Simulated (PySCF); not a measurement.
# Electron correlation in Be (beryllium, neutral)

[He] 2s2, closed-shell 1S. All numbers are calculated (PySCF 2.14, the spin-free X2C one-electron Hamiltonian (Gaussian nucleus), in x2c-TZVPPall with one added diffuse shell of s type (6s3p1d, 20 functions)). Frozen: 1s2; 2 electrons correlated.

With two correlated electrons CCSD is exact within the correlated space (frozen core and kept virtual orbitals).

```
level  correlation energy (mhartree)
 CCSD                         -45.10
```

Diagnostics: T1 = 0.021, D1 = 0.0290, largest double amplitude 0.149.

Cost of the coupled-cluster step: of the order of 0.06 core-seconds, for 2 correlated electrons.

Iterations:

```
CC2 = 0
CCSD nocc = 1, nmo = 19
frozen orbitals [0]
max_cycle = 100
direct = 0
conv_tol = 1e-08
conv_tol_normt = 1e-06
diis_space = 8
diis_start_cycle = 0
Init t2, MP2 energy = -14.6011764463401  E_corr(MP2) -0.0260960731729427
Init E_corr(CCSD) = -0.0260960731934544
cycle = 1  E_corr(CCSD) = -0.0356593076586574  dE = -0.00956323447  norm(t1,t2) = 0.0679303
cycle = 2  E_corr(CCSD) = -0.0400039739917722  dE = -0.00434466633  norm(t1,t2) = 0.0367929
cycle = 3  E_corr(CCSD) = -0.0451788873638205  dE = -0.00517491337  norm(t1,t2) = 0.0209437
cycle = 4  E_corr(CCSD) = -0.0450764308334336  dE = 0.00010245653  norm(t1,t2) = 0.000917327
cycle = 5  E_corr(CCSD) = -0.045118323904705  dE = -4.18930713e-05  norm(t1,t2) = 0.000218922
cycle = 6  E_corr(CCSD) = -0.0450967725691327  dE = 2.15513356e-05  norm(t1,t2) = 8.41108e-05
cycle = 7  E_corr(CCSD) = -0.0450975612858385  dE = -7.88716706e-07  norm(t1,t2) = 5.34465e-06
cycle = 8  E_corr(CCSD) = -0.0450975430854474  dE = 1.82003911e-08  norm(t1,t2) = 1.09601e-06
cycle = 9  E_corr(CCSD) = -0.0450974384362956  dE = 1.04649152e-07  norm(t1,t2) = 4.84395e-07
cycle = 10  E_corr(CCSD) = -0.0450974357125439  dE = 2.72375173e-09  norm(t1,t2) = 3.8106e-08
CCSD converged
E(CCSD) = -14.62017780887972  E_corr = -0.04509743571254392
```
